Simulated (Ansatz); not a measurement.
# A basis-limit estimate, worked out

An elementary step of Si$_{2}$NH$_{9}$O, singlet (SiNH₅O ([NH2][SiH2][OH]) + SiH₄ → Si₂NH₇ ([NH2][SiH2][SiH3]) + H₂O; bonds formed: Si1–Si7, O2–H6; bonds broken: Si1–O2, H6–Si7). “Start” is the structure reached by relaxing down from the saddle towards the reactants; PBE0-D4/def2-TZVP structures. The saddle:

```
13
angstrom
Si 0.0148 -0.7894 -0.0600
O -1.3584 0.1005 0.8434
H -0.7442 -1.2356 -1.2469
H 1.4635 -0.5932 -0.3536
N 0.1755 -1.9292 1.2275
H -0.9604 0.9493 0.2756
Si 0.3275 1.7742 -1.0742
H -1.1584 0.1946 1.7868
H -0.6063 -2.4356 1.6113
H 1.0218 -2.4720 1.2765
H 1.5803 2.3224 -0.4649
H 0.7412 1.1439 -2.3672
H -0.4973 2.9700 -1.4541
```

Ansatz 0.2.0; basis: def2-TZVPP and def2-QZVPP; cores frozen in the correlated methods.

Energies in eV:

| quantity | saddle | start |
| --- | --- | --- |
| Hartree–Fock, triple zeta (X = 3) | -19386.29676 | -19389.96920 |
| Hartree–Fock, quadruple zeta (X = 4) | -19386.97534 | -19390.67100 |
| MP2 correlation, X = 3 | -20.82592 | -19.93375 |
| MP2 correlation, X = 4 | -22.35195 | -21.44069 |
| CCSD(T) correlation, X = 3 | -23.01933 | -22.11859 |

(1) Work out the barrier at the basis limit: extrapolate Hartree–Fock as E(X) = E∞ + A exp(−7.88 √X) and the MP2 correlation as E(X) = E∞ + B X^−2.97 (the exponents that Neese and Valeev fitted for def2-TZVPP and QZVPP), then add CCSD(T) − MP2 in triple zeta.

No T1 diagnostic of these runs exceeds 0.013.

Results:

(1) Each step is linear, so take the differences first (saddle − start): Hartree–Fock 3.67244 (X = 3) and 3.69566 (X = 4); MP2 correlation -0.89217 and -0.91126; CCSD(T) correlation -0.90074.
Two points give E∞ = E(4) + w [E(4) − E(3)], with w = 1/(exp(7.88 (2 − √3)) − 1) = 0.1377 for Hartree–Fock and w = 1/((4/3)^2.97 − 1) = 0.7407 for the correlation.
Hartree–Fock: 3.69566 + 0.1377 × 0.02322 = 3.6989 eV.
MP2 correlation: -0.91126 + 0.7407 × (-0.01909) = -0.9254 eV.
CCSD(T) − MP2: -0.90074 − (-0.89217) = -0.0086 eV.
Sum: 3.6989 + (-0.9254) + (-0.0086) = 2.7649 eV, or 63.76 kcal/mol. Plain CCSD(T) in triple zeta gives 2.7717 eV, so the larger basis shifts the result by -0.0068 eV.

Labels in which every atom is bracketed show which atoms are joined, not bond orders.

For scale, one of the runs: CCSD(T)/def2-TZVPP, 272 basis functions, launched by `ansatz run in.yaml --threads 8 --pin off --events-out ev --progress --plain --max-ram 19148MiB`. The run took 65 s on 8 CPU threads of an Intel Xeon Platinum 8259CL (shared host), with 6.9 GiB of host memory at its peak.
